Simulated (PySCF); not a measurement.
An excited-state job on `FC(F)C1CCC1`.

Method: TDDFT PBE0/def2-SVPD, vertical, gas phase, core orbitals frozen in the response (PySCF 2.14.0, density-fitted response routines). Geometry: GFN2-xTB. A driver script takes a list of jobs; this job's settings line and coordinates (Å) are shown.

Input:
```
{"job": {"kind": "uv", "xc": "PBE0", "basis": "def2-SVPD", "nstates": 8, "ntriplets": 3}, "charge": 0, "multiplicity": 1}
F     -2.402010    -0.962073    -0.695288
C     -1.697788    -0.087478     0.068090
F     -2.473626     1.021270     0.177536
C     -0.364974     0.240791    -0.574464
C      0.633222    -0.930076    -0.531915
C      1.461611    -0.180387     0.524140
C      0.568434     1.056970     0.337542
H     -1.601918    -0.526867     1.073483
H     -0.557650     0.665980    -1.560339
H      1.155471    -1.077085    -1.473567
H      0.207967    -1.880914    -0.217042
H      2.509737    -0.036736     0.273892
H      1.397037    -0.617525     1.517894
H      0.100837     1.445982     1.239730
H      1.059238     1.876136    -0.181604
```

Output:
```
coarse grid: 12568 points
cycle   1  E = -394.1843586073  dE =  8.431e-01  |g| = 6.415e-01  |ddm| = 5.705e+00
cycle   2  E = -394.1259645152  dE =  5.839e-02  |g| = 8.889e-01  |ddm| = 1.732e+00
cycle   3  E = -394.2625199038  dE = -1.366e-01  |g| = 5.276e-02  |ddm| = 9.382e-01
cycle   4  E = -394.2628872766  dE = -3.674e-04  |g| = 2.988e-02  |ddm| = 1.150e-01
cycle   5  E = -394.2630890261  dE = -2.017e-04  |g| = 5.307e-03  |ddm| = 6.390e-02
cycle   6  E = -394.2630954215  dE = -6.395e-06  |g| = 5.946e-04  |ddm| = 1.795e-02
final grid: 122224 points
cycle   7  E = -394.3204969813  dE = -4.300e-05  |g| = 8.856e-03  |ddm| = 1.764e-01
cycle   8  E = -394.3204837476  dE =  1.323e-05  |g| = 1.203e-02  |ddm| = 3.249e-02
cycle   9  E = -394.3205154721  dE = -3.172e-05  |g| = 8.531e-04  |ddm| = 1.844e-02
cycle  10  E = -394.3205156013  dE = -1.293e-07  |g| = 2.390e-04  |ddm| = 1.798e-03
cycle  11  E = -394.3205156109  dE = -9.525e-09  |g| = 6.054e-05  |ddm| = 5.224e-04
cycle  12  E = -394.3205156116  dE = -7.680e-10  |g| = 1.813e-05  |ddm| = 1.839e-04
converged SCF energy = -394.3205156116

Static polarisability (au): isotropic 58.502, principal 53.037 58.947 63.523

Singlet excitations
state   eV       nm        f      main configurations
  1   8.4316    147.0   0.02255   H->L 0.95
  2   8.4871    146.1   0.02795   H-1->L 0.97
  3   8.5495    145.0   0.00894   H-2->L 0.96
  4   8.7685    141.4   0.00181   H->L+1 0.89
  5   8.8160    140.6   0.00003   H-1->L+1 0.89
  6   8.9084    139.2   0.00017   H->L+2 0.92
  7   8.9243    138.9   0.00376   H-2->L+1 0.85
  8   9.0507    137.0   0.00260   H-1->L+2 0.95

Triplet excitations (Tamm-Dancoff, eV): 8.2397 8.2931 8.3231
```

The SCF starts on a coarse grid where the log names one; the energy can jump when the final grid takes over, and dE then counts from the start density on the new grid. H and L stand for HOMO and LUMO; the number after each pair is its weight.

Q: Give S1 in cm⁻¹ and kJ/mol.

A: 8.4316 eV × 8065.54 = 68005 cm⁻¹; × 96.485 = 813.5 kJ/mol.

Main results: HOMO -8.95 eV, LUMO 0.67 eV; lowest singlet 8.43 eV; lowest triplet 8.24 eV (Tamm–Dancoff); mean polarisability 58.5 au.

On an Arm Neoverse V2 with one thread, on a shared host, this took 33 s wall.

One conformer stands for the species.
Labels such as C1 count atoms from 1, the log's own numbers from 0.
